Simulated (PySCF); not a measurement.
Gas-phase reaction: HfCl₄.H₂O + O₃ = HfO₂ + 4 Cl + H₂O₂

Computed with PySCF and rigid-rotor harmonic-oscillator thermochemistry at 1 bar. S°(298 K) at PBE0/def2-TZVP differs from the NASA 1993 table for H₂O₂ (-8 J/mol/K); whether the harmonic model or the table's entry is off was not settled. † marks an energy on the PBE0/def2-TZVP geometry and frequencies. MP2 and CCSD(T) freeze the core. Open shells (unrestricted): Cl (multiplicity 2, electronic degeneracy 6); the rest are closed-shell singlets. Spin-orbit splitting is ignored; it lowers the true energy and changes the entropy of Cl. Hf: scalar-relativistic def2 core potential, no spin-orbit coupling. No R ln 2 is added for the mirror-image form of H₂O₂. Adducts (HfCl₄.H₂O) have no counterpoise correction, and HF, PBE, BLYP, B3LYP and PBE0 lack dispersion. HfCl₄.H₂O: computed as isolated molecules; such fragments, hydroxides, amides, oligomers or adducts are transient or little studied in the gas. MP2 isn't extrapolated to the basis-set limit; its ΔH°(298 K) is 1154.0 kJ in def2-SVP and 1217.1 kJ in def2-TZVPP. CCSD(T) isn't extrapolated to the basis-set limit. The harmonic model lacks anharmonicity and excited electronic states, which grow with temperature; levels with a mode under 35 cm⁻¹ are left out. Strong static correlation: O₃. Internal rotation in H₂O₂ is treated as a harmonic vibration of one conformer, which makes the entropy rough. Soft modes under 120 cm⁻¹ make the harmonic entropy rough for HfCl₄.H₂O. Warning, large T1 diagnostic: HfO₂, O₃ (CCSD(T)/def2-SVP†).

ΔH° and ΔS° at 298 K: BLYP/def2-TZVP† 1104 kJ, 490 J/K; CCSD(T)/def2-SVP† 1134 kJ, 490 J/K; HF/def2-TZVP† 841 kJ, 490 J/K; M06-2X/def2-TZVP† 1185 kJ, 490 J/K; MP2/def2-SVP† 1154 kJ, 490 J/K; MP2/def2-TZVPP† 1217 kJ, 490 J/K.

Q: With the heat capacities included, give log10 K (1 bar) at 800, 1000, 1600, 2000, 2500 K from BLYP/def2-TZVP†, CCSD(T)/def2-SVP†, HF/def2-TZVP†, M06-2X/def2-TZVP†, MP2/def2-SVP†, MP2/def2-TZVPP†.

A: 
```tsv
T (K)	BLYP/def2-TZVP†	CCSD(T)/def2-SVP†	HF/def2-TZVP†	M06-2X/def2-TZVP†	MP2/def2-SVP†	MP2/def2-TZVPP†
800	-46.7	-48.6	-29.5	-52.0	-50.0	-54.1
1000	-32.4	-33.9	-18.6	-36.6	-35.0	-38.3
1600	-11.0	-12.0	-2.4	-13.7	-12.7	-14.7
2000	-4.0	-4.7	2.9	-6.1	-5.3	-6.9
2500	1.6	1.0	7.1	0.0	0.6	-0.7
```
